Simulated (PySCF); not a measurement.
**Correlation energy of Pb⁺ (lead, charge +1)**

[Xe] 4f14 5d10 6s2 7s1, 2S determinant (an excited configuration). All numbers are calculated (PySCF 2.14, scalar relativity through the core potential, in aug-cc-pVQZ-PP with ECP60MDF (7s7p5d3f2g, 92 functions)). Frozen: 5s2 5p6 5d10; 3 electrons correlated.

| level | correlation energy (mhartree) |
| --- | --- |
| CCSD | -36.22 |
| (T) | -0.62 |
| CCSD(T) | -36.84 |

Diagnostics: T1 = 0.014, D1 = 0.0350, largest double amplitude 0.070.

The outer electron is Rydberg-like, and this basis confines it to a smaller radius and binds it less than a complete one would.

Cost of the coupled-cluster step: about 8 core-seconds, for 3 correlated electrons.
